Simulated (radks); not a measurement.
Spherical jellium clusters: N electrons in a uniform positive sphere of charge N and radius rs N^(1/3), rs = 2.29 bohr. Calculated with a radial shooting solver with Libxc functionals: non-relativistic Kohn-Sham, LDA (Slater exchange, Perdew-Wang correlation), spin-polarised, spherical densities. Levels are named by radial order and angular momentum (1s, 1p, 1d, 2s, ...), and open shells are averaged over m.

N = 8, configuration 1s2 1p6. This is the lowest configuration that the search found. Occupied and some empty levels:

level,occupation,eigenvalue (eV),<r> (bohr)
1s,2,-8.3943,3.132
1p,6,-4.8385,4.107
2s,0,-1.3823,6.300
1d,0,-1.2770,5.495

Energy (eV): total -7.62940, kinetic 32.869, external -428.58, Hartree 202.91, exchange-correlation -42.972, background 228.15. Static polarisability (adiabatic kernel): 181.0 bohr^3, against R^3 = 96.07 for a classical metal sphere.

Electron density:

r (bohr),n(r) (e/bohr^3)
0.372,0.01504
0.994,0.01725
1.61,0.01997
2.24,0.02124
2.86,0.01972
3.48,0.01558
4.10,0.01035
4.72,0.005847
5.34,0.002961
5.97,0.001405
6.59,0.0006426
7.21,0.0002864
7.83,0.0001258
